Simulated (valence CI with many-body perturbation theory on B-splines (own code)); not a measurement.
# E1 transitions of Tl⁴⁸⁺

Computed by relativistic CI+MBPT: five valence electrons over a frozen Dirac-Fock core [Ar] 3d10, a basis of 9 s, 9 p, 8 d, 6 f, 3 g, 1 h functions for each j, with the one-electron correlation potential Σ1 (screened to all orders), the two-electron term Σ2, the three-electron term Σ3, Breit, model QED; selected single and double excitations, second order for the rest (own B-spline code, finite nucleus).

The last digits are not significant, and no measured levels were compared; by estimate large intervals hold to a few tenths of a per cent, small ones and those within an open d or f shell to about a per cent. Among the levels kept, up to 350 cm⁻¹ of a level comes from second order outside the variational space, and about a tenth of that is noise between levels of different J, which matters for small intervals.

Lines 1 to 50 of 216 in falling wavelength, among levels below 517.81 eV, chosen from the strongest by gf and those to the six lowest levels. Wavelengths and rates use the calculated energies. Electric multipoles are in the length gauge, E1 and E2 with the static RPA response of the core. Weak lines are less certain than strong ones. Lines between different terms over intervals too small for the method are left out, as are lines whose strength nearly cancels. The highest levels of a list are the least certain.

Levels are named by their leading jj configuration (3d3/2^4 stands for four electrons in 3d with j = 3/2), which in mixed levels can hold well under half, so a name can repeat and another be missing. Letters in brackets count levels of one name in rising energy.

```
λ vac (nm)                               Upper                               Lower   A (s⁻¹)  S (a.u.) with core polarisation  S without
     71.81          (4s^2 4p1/2^2 4d3/2) J=3/2          (4s^2 4p1/2 4p3/2^2) J=1/2  5.80e+03                         4.24e-06   4.36e-06
     49.36          (4s^2 4p1/2^2 4d3/2) J=3/2          (4s^2 4p1/2 4p3/2^2) J=5/2  2.60e+06                         6.18e-04   6.55e-04
     39.60          (4s^2 4p1/2^2 4d3/2) J=3/2          (4s^2 4p1/2 4p3/2^2) J=3/2  1.21e+05                         1.48e-05   1.59e-05
     19.07          (4s^2 4p1/2^2 4d5/2) J=5/2          (4s^2 4p1/2 4p3/2^2) J=5/2  5.89e+07                         1.21e-03   1.28e-03
     17.41          (4s^2 4p1/2^2 4d5/2) J=5/2          (4s^2 4p1/2 4p3/2^2) J=3/2  6.16e+07                         9.63e-04   1.02e-03
     15.53          (4s^2 4p1/2^2 4f7/2) J=7/2  (4s^2 4p1/2 4p3/2 4d3/2) J=5/2 [b]  2.63e+08                         3.89e-03   4.11e-03
     14.60          (4s^2 4p1/2^2 4f5/2) J=5/2      (4s^2 4p1/2 4p3/2 4d3/2) J=7/2  8.38e+08                         7.72e-03   8.18e-03
     13.82  (4s 4p1/2^2 4p3/2 4d3/2) J=3/2 [a]  (4s^2 4p1/2 4p3/2 4d3/2) J=1/2 [b]  1.38e+09                         7.17e-03   7.61e-03
     13.79  (4s 4p1/2^2 4p3/2 4d3/2) J=1/2 [a]  (4s^2 4p1/2 4p3/2 4d3/2) J=1/2 [b]  1.58e+09                         4.10e-03   4.35e-03
     13.76  (4s 4p1/2^2 4p3/2 4d3/2) J=5/2 [a]  (4s^2 4p1/2 4p3/2 4d3/2) J=3/2 [b]  3.61e+09                         2.78e-02   2.95e-02
     13.49                (4s^2 4p3/2^3) J=3/2          (4s^2 4p1/2^2 4d5/2) J=5/2  1.15e+06                         5.57e-06   5.86e-06
     12.85          (4s^2 4p1/2^2 4f7/2) J=7/2      (4s^2 4p1/2 4p3/2 4d3/2) J=7/2  7.13e+08                         5.97e-03   6.32e-03
     12.58      (4s 4p1/2^2 4p3/2 4d3/2) J=7/2  (4s^2 4p1/2 4p3/2 4d3/2) J=5/2 [b]  8.64e+09                         6.79e-02   7.20e-02
     11.96  (4s 4p1/2^2 4p3/2 4d5/2) J=3/2 [a]      (4s^2 4p1/2 4p3/2 4d5/2) J=1/2  1.12e+09                         3.80e-03   4.02e-03
     11.84  (4s 4p1/2^2 4p3/2 4d3/2) J=3/2 [b]  (4s^2 4p1/2 4p3/2 4d3/2) J=1/2 [b]  3.16e+09                         1.04e-02   1.10e-02
     11.78  (4s 4p1/2^2 4p3/2 4d5/2) J=3/2 [a]  (4s^2 4p1/2 4p3/2 4d5/2) J=3/2 [b]  1.20e+09                         3.86e-03   4.10e-03
     11.72  (4s 4p1/2^2 4p3/2 4d3/2) J=3/2 [b]  (4s^2 4p1/2 4p3/2 4d3/2) J=3/2 [b]  8.07e+09                         2.57e-02   2.72e-02
     11.60      (4s 4p1/2^2 4p3/2 4d5/2) J=9/2      (4s^2 4p1/2 4p3/2 4d5/2) J=9/2  1.04e+10                         7.98e-02   8.45e-02
     11.53  (4s 4p1/2^2 4p3/2 4d3/2) J=3/2 [b]  (4s^2 4p1/2 4p3/2 4d3/2) J=5/2 [b]  1.80e+09                         5.45e-03   5.78e-03
     11.42  (4s 4p1/2^2 4p3/2 4d3/2) J=5/2 [a]      (4s^2 4p1/2 4p3/2 4d3/2) J=7/2  2.65e+09                         1.17e-02   1.24e-02
     11.41  (4s 4p1/2^2 4p3/2 4d5/2) J=7/2 [a]  (4s^2 4p1/2 4p3/2 4d5/2) J=7/2 [b]  6.22e+09                         3.65e-02   3.86e-02
     11.36  (4s 4p1/2^2 4p3/2 4d5/2) J=7/2 [a]  (4s^2 4p1/2 4p3/2 4d5/2) J=5/2 [b]  9.26e+09                         5.36e-02   5.68e-02
     11.32        (4s 4p1/2 4p3/2^3) J=3/2 [a]                (4s^2 4p3/2^3) J=3/2  1.70e+09                         4.88e-03   5.18e-03
     11.14          (4s 4p1/2^2 4p3/2^2) J=5/2          (4s^2 4p1/2 4p3/2^2) J=5/2  1.18e+10                         4.85e-02   5.14e-02
     10.98  (4s 4p1/2^2 4p3/2 4d3/2) J=1/2 [b]  (4s^2 4p1/2 4p3/2 4d3/2) J=1/2 [b]  1.29e+10                         1.68e-02   1.78e-02
     10.89      (4s 4p1/2^2 4p3/2 4d5/2) J=9/2  (4s^2 4p1/2 4p3/2 4d5/2) J=7/2 [a]  2.07e+10                         1.32e-01   1.39e-01
     10.87  (4s 4p1/2^2 4p3/2 4d3/2) J=1/2 [b]  (4s^2 4p1/2 4p3/2 4d3/2) J=3/2 [b]  6.06e+09                         7.68e-03   8.14e-03
     10.85  (4s 4p1/2^2 4p3/2 4d3/2) J=5/2 [a]  (4s^2 4p1/2 4p3/2 4d3/2) J=3/2 [a]  5.09e+09                         1.93e-02   2.04e-02
     10.80  (4s 4p1/2^2 4p3/2 4d3/2) J=3/2 [a]  (4s^2 4p1/2 4p3/2 4d3/2) J=1/2 [a]  3.16e+09                         7.88e-03   8.35e-03
     10.79  (4s 4p1/2^2 4p3/2 4d3/2) J=5/2 [a]  (4s^2 4p1/2 4p3/2 4d3/2) J=5/2 [a]  1.46e+10                         5.44e-02   5.77e-02
     10.79  (4s 4p1/2^2 4p3/2 4d3/2) J=3/2 [a]  (4s^2 4p1/2 4p3/2 4d3/2) J=3/2 [a]  1.21e+10                         2.99e-02   3.17e-02
     10.79  (4s 4p1/2^2 4p3/2 4d3/2) J=1/2 [a]  (4s^2 4p1/2 4p3/2 4d3/2) J=1/2 [a]  1.80e+10                         2.22e-02   2.36e-02
     10.77  (4s 4p1/2^2 4p3/2 4d3/2) J=1/2 [a]  (4s^2 4p1/2 4p3/2 4d3/2) J=3/2 [a]  7.55e+09                         9.32e-03   9.87e-03
     10.76      (4s 4p1/2^2 4p3/2 4d3/2) J=7/2      (4s^2 4p1/2 4p3/2 4d3/2) J=7/2  1.34e+10                         6.61e-02   7.00e-02
     10.75  (4s 4p1/2^2 4p3/2 4d3/2) J=5/2 [b]  (4s^2 4p1/2 4p3/2 4d3/2) J=3/2 [b]  2.03e+09                         7.47e-03   7.91e-03
     10.72  (4s 4p1/2^2 4p3/2 4d3/2) J=3/2 [a]  (4s^2 4p1/2 4p3/2 4d3/2) J=5/2 [a]  1.14e+10                         2.79e-02   2.95e-02
     10.72  (4s 4p1/2^2 4p3/2 4d5/2) J=5/2 [a]  (4s^2 4p1/2 4p3/2 4d5/2) J=5/2 [a]  1.56e+10                         5.70e-02   6.04e-02
     10.64      (4s 4p1/2^2 4p3/2 4d5/2) J=1/2      (4s^2 4p1/2 4p3/2 4d5/2) J=1/2  3.56e+09                         4.23e-03   4.48e-03
     10.63  (4s 4p1/2^2 4p3/2 4d5/2) J=7/2 [b]  (4s^2 4p1/2 4p3/2 4d5/2) J=7/2 [b]  6.19e+09                         2.94e-02   3.11e-02
     10.59  (4s 4p1/2^2 4p3/2 4d5/2) J=7/2 [b]  (4s^2 4p1/2 4p3/2 4d5/2) J=5/2 [b]  9.34e+09                         4.38e-02   4.64e-02
     10.58  (4s 4p1/2^2 4p3/2 4d3/2) J=5/2 [b]  (4s^2 4p1/2 4p3/2 4d3/2) J=5/2 [b]  9.12e+09                         3.20e-02   3.39e-02
     10.56          (4s 4p1/2^2 4p3/2^2) J=5/2          (4s^2 4p1/2 4p3/2^2) J=3/2  1.76e+10                         6.15e-02   6.52e-02
     10.49      (4s 4p1/2^2 4p3/2 4d5/2) J=1/2  (4s^2 4p1/2 4p3/2 4d5/2) J=3/2 [b]  3.12e+10                         3.56e-02   3.77e-02
     10.48  (4s 4p1/2^2 4p3/2 4d5/2) J=5/2 [a]  (4s^2 4p1/2 4p3/2 4d5/2) J=3/2 [a]  2.02e+10                         6.87e-02   7.28e-02
     10.43            (4s 4p1/2 4p3/2^3) J=5/2                (4s^2 4p3/2^3) J=3/2  2.03e+10                         6.80e-02   7.21e-02
     10.37  (4s 4p1/2^2 4p3/2 4d5/2) J=3/2 [b]      (4s^2 4p1/2 4p3/2 4d5/2) J=1/2  1.77e+10                         3.90e-02   4.13e-02
     10.33          (4s 4p1/2^2 4p3/2^2) J=1/2          (4s^2 4p1/2 4p3/2^2) J=1/2  3.87e+10                         4.21e-02   4.46e-02
     10.23  (4s 4p1/2^2 4p3/2 4d5/2) J=3/2 [b]  (4s^2 4p1/2 4p3/2 4d5/2) J=3/2 [b]  2.31e+10                         4.89e-02   5.18e-02
     10.20      (4s 4p1/2^2 4p3/2 4d3/2) J=7/2  (4s^2 4p1/2 4p3/2 4d3/2) J=5/2 [a]  3.19e+09                         1.34e-02   1.42e-02
     10.16          (4s 4p1/2^2 4p3/2^2) J=3/2          (4s^2 4p1/2 4p3/2^2) J=1/2  4.41e+06                         9.13e-06   9.43e-06
```
